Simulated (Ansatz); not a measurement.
Stretching the B1–F3 bond in BFH2O (SMILES OBF) (multiplicity 1 held, fragments rigid). Energies count from the point at 1.327 Å.
Geometry at that point (charge 0, multiplicity 1):
```xyz
5

B     -0.356    -0.170    -0.220
H     -1.284    -0.667    -0.780
F     -0.142     1.133    -0.354
O      0.505    -0.861     0.556
H      0.304    -1.799     0.619
```

Active spaces are followed from a long bond inwards.

Correlated levels freeze the cores.

The values were computed with Ansatz (Gaussian basis) for Hartree–Fock, density functionals and correlated methods. 

Give the energy at R = 4.247 Å at the level FIC-NEVPT4(SD) on CASSCF(6,4)/cc-pVDZ.

162.2 kcal/mol

What is the computed energy at R = 4.247 Å (FIC-MRCISD+Q on CASSCF(6,4)/cc-pVDZ)?

161.0 kcal/mol

Doubts at one or more of the structures used: active orbitals that take no part (FIC-NEVPT4(SD) on CASSCF(6,4)/cc-pVDZ, FIC-MRCISD+Q on CASSCF(6,4)/cc-pVDZ).

Ansatz is a quantum-chemistry and plane-wave program.
